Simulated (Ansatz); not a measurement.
Consider the atomization: `[OH][GaH][NH][InH2]` → Ga• + 5 H• + In• + N• + O•.

Calculated with Ansatz (gas phase, PBE0-D4/def2-TZVP geometries, no zero-point term in ΔE). CCSD(T)/CBS adds triple-zeta CCSD(T) − MP2 to the extrapolated MP2 energy (def2 sets, frozen cores). This one scheme is used for every species, atoms too. DFT in def2-TZVPP. No spin–orbit coupling; open shells (•) take unrestricted orbitals. Spin–orbit coupling would lower the free atoms: a little for O; clearly for Ga; strongly for In. Elements past krypton have def2 core potentials. Bonds to Ga, In are less sure, by a few kJ/mol each and by 10 to 20 or more in all where they break to atoms, as the def2 sets lack core-valence functions. Scalar relativity is left out up to krypton. One conformer a species, not always the lowest.

```csv
level,ΔE (kJ/mol),difference from CCSD(T)/CBS
PBE0-D4,2452.9,-75.3
BHLYP-D4,2386.0,-142.2
CAM-B3LYP-D4,2505.2,-23.0
ωB97M-V,2498.9,-29.3
B2PLYP,2456.8,-71.4
BLYP,2428.6,-99.6
r2SCAN,2489.2,-39.0
HF/def2-TZVPP,1636.0,-892.2
MP2/def2-TZVPP,2483.8,-44.4
MP2/def2-QZVPP,2528.3,0.1
CCSD(T)/CBS,2528.2,0
```

Largest T1 diagnostic among the species: 0.016.

The D4 term adds +30.2 kJ/mol with B3LYP and +15.9 kJ/mol with PBE0; it sums over pairs of atoms, weighted by their polarisabilities, and B3LYP, whose exchange is more repulsive, gets the larger term. In def2-TZVPP, CCSD(T) changes the Hartree–Fock value by +819.1 kJ/mol (the triples alone add +47.4 kJ/mol) and MP2 by +847.8 kJ/mol; breaking electron pairs costs correlation energy, which Hartree–Fock lacks.

B3LYP here is the variant with VWN-RPA as its local correlation; programs differ in this.

For atomizations the MP2-based limit and the directly extrapolated one differ by several kJ/mol either way, and by 10 to 25 for some Ge, Se and Sn compounds, so smaller differences from it don't rank the levels.
